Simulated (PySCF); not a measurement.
## Atomic charges against the basis set

Compound: CH4B3Cl2F.
Geometry (PBE0-D3(BJ)/def2-SVP, Å), atoms numbered from 1 in this order:
```
atom  x, y, z in Å
F1     1.7084   -1.3089   -1.5148
B2     1.8579   -0.5977   -0.4030
B3     0.7319    0.5819    0.0524
C4    -0.5624    0.2731    0.8845
B5    -1.6398   -0.0195   -0.2103
Cl6   -2.4846    1.2895   -1.0132
Cl7   -1.9917   -1.6600   -0.7162
H8     2.8570   -0.8449    0.2511
H9     0.9120    1.7307   -0.2964
H10   -0.8830    1.1581    1.4554
H11   -0.4602   -0.6187    1.5200
```

PBE0 throughout (PySCF), one geometry, spherical d and f functions. Geometry: PBE0-D3(BJ)/def2-SVP, one conformer, isolated molecule. Atoms taken as equivalent share a column and are averaged. The first 7 of 9 kinds of atom are listed.

Mulliken charges (e):

| basis | functions | F1 | B2 | B3 | C4 | B5 | Cl6/Cl7 | H8 |
| --- | --- | --- | --- | --- | --- | --- | --- | --- |
| STO-3G | 47 | -0.084 | +0.159 | +0.137 | -0.337 | +0.325 | -0.155 | -0.058 |
| 6-31G | 79 | -0.301 | +0.395 | +0.155 | -0.666 | -0.003 | +0.016 | -0.060 |
| pcSseg-0 | 79 | -0.306 | +0.389 | +0.144 | -1.123 | +0.526 | -0.156 | -0.005 |
| 6-31G* | 114 | -0.247 | +0.347 | +0.063 | -0.600 | +0.146 | -0.058 | -0.053 |
| cc-pVDZ | 126 | -0.092 | +0.252 | -0.112 | -0.049 | +0.046 | -0.067 | -0.080 |
| def2-SVP | 126 | -0.107 | +0.211 | -0.058 | -0.133 | +0.051 | -0.054 | -0.068 |
| aug-cc-pVDZ | 205 | -0.436 | +0.017 | -0.525 | +0.768 | +0.411 | -0.267 | +0.448 |
| 6-311+G(2d,p) | 229 | -0.231 | +0.215 | +0.116 | -0.545 | +0.389 | -0.157 | +0.004 |
| def2-TZVP | 253 | -0.215 | +0.184 | -0.014 | -0.257 | +0.158 | -0.091 | -0.007 |
| cc-pVTZ | 274 | -0.180 | +0.231 | -0.046 | -0.244 | +0.126 | -0.074 | -0.028 |
| IGLO-III | 303 | -0.349 | +0.429 | +0.115 | -0.506 | +0.266 | -0.079 | -0.077 |
| pcSseg-2 | 322 | -0.321 | +0.394 | +0.100 | -0.245 | +0.295 | -0.132 | -0.089 |

IAO charges (e):

| basis | functions | F1 | B2 | B3 | C4 | B5 | Cl6/Cl7 | H8 |
| --- | --- | --- | --- | --- | --- | --- | --- | --- |
| STO-3G | 47 | -0.123 | +0.157 | +0.067 | -0.498 | +0.082 | -0.015 | -0.007 |
| 6-31G | 79 | -0.276 | +0.280 | +0.045 | -0.539 | +0.148 | -0.036 | +0.004 |
| pcSseg-0 | 79 | -0.260 | +0.269 | +0.036 | -0.537 | +0.155 | -0.037 | +0.001 |
| 6-31G* | 114 | -0.284 | +0.310 | +0.049 | -0.535 | +0.186 | -0.050 | -0.012 |
| cc-pVDZ | 126 | -0.282 | +0.300 | +0.041 | -0.534 | +0.193 | -0.050 | -0.007 |
| def2-SVP | 126 | -0.281 | +0.303 | +0.043 | -0.530 | +0.188 | -0.045 | -0.011 |
| aug-cc-pVDZ | 205 | -0.293 | +0.306 | +0.043 | -0.542 | +0.198 | -0.052 | -0.005 |
| 6-311+G(2d,p) | 229 | -0.296 | +0.311 | +0.043 | -0.545 | +0.192 | -0.049 | -0.006 |
| def2-TZVP | 253 | -0.297 | +0.314 | +0.042 | -0.545 | +0.196 | -0.050 | -0.007 |
| cc-pVTZ | 274 | -0.295 | +0.314 | +0.041 | -0.546 | +0.199 | -0.052 | -0.007 |
| IGLO-III | 303 | -0.297 | +0.313 | +0.043 | -0.546 | +0.189 | -0.047 | -0.006 |
| pcSseg-2 | 322 | -0.297 | +0.315 | +0.043 | -0.546 | +0.195 | -0.050 | -0.008 |

**Question.** Which scheme is steadiest as the basis changes?

**Answer.** Largest range over the bases for any column: IAO 0.17 e, Mulliken 1.89 e. IAO charges move least and Mulliken charges most, counted in e. Without the minimal STO-3G basis the ranges are IAO 0.05, Mulliken 1.89 e.

**Question.** How much do the charges still move between the two largest bases, IGLO-III and pcSseg-2?

**Answer.** At most, over all atoms: Mulliken 0.261 e, IAO 0.005 e.

**Question.** What do the same runs give for the total energy, the frontier levels and the dipole moment?

**Answer.** 
```json
{"basis": "STO-3G", "energy (Eh)": "-1122.0723", "HOMO (eV)": "-5.63", "LUMO (eV)": "-0.04", "μ (D)": "1.54"}
{"basis": "6-31G", "energy (Eh)": "-1134.7374", "HOMO (eV)": "-8.10", "LUMO (eV)": "-2.44", "μ (D)": "2.45"}
{"basis": "pcSseg-0", "energy (Eh)": "-1133.3399", "HOMO (eV)": "-8.35", "LUMO (eV)": "-2.67", "μ (D)": "2.32"}
{"basis": "6-31G*", "energy (Eh)": "-1134.8184", "HOMO (eV)": "-7.89", "LUMO (eV)": "-2.27", "μ (D)": "1.89"}
{"basis": "cc-pVDZ", "energy (Eh)": "-1134.8835", "HOMO (eV)": "-7.97", "LUMO (eV)": "-2.31", "μ (D)": "1.85"}
{"basis": "def2-SVP", "energy (Eh)": "-1134.4190", "HOMO (eV)": "-8.00", "LUMO (eV)": "-2.29", "μ (D)": "1.77"}
{"basis": "aug-cc-pVDZ", "energy (Eh)": "-1134.8986", "HOMO (eV)": "-8.10", "LUMO (eV)": "-2.46", "μ (D)": "1.99"}
{"basis": "6-311+G(2d,p)", "energy (Eh)": "-1134.9528", "HOMO (eV)": "-8.13", "LUMO (eV)": "-2.47", "μ (D)": "1.99"}
{"basis": "def2-TZVP", "energy (Eh)": "-1134.9726", "HOMO (eV)": "-8.08", "LUMO (eV)": "-2.42", "μ (D)": "1.92"}
{"basis": "cc-pVTZ", "energy (Eh)": "-1134.9790", "HOMO (eV)": "-8.07", "LUMO (eV)": "-2.41", "μ (D)": "1.91"}
{"basis": "IGLO-III", "energy (Eh)": "-1134.9712", "HOMO (eV)": "-8.09", "LUMO (eV)": "-2.43", "μ (D)": "1.90"}
{"basis": "pcSseg-2", "energy (Eh)": "-1134.9901", "HOMO (eV)": "-8.12", "LUMO (eV)": "-2.47", "μ (D)": "2.02"}
```

The dipole is fixed by the density alone, so its range of 0.91 D shows that the density itself changes with the basis, not only its division among atoms.
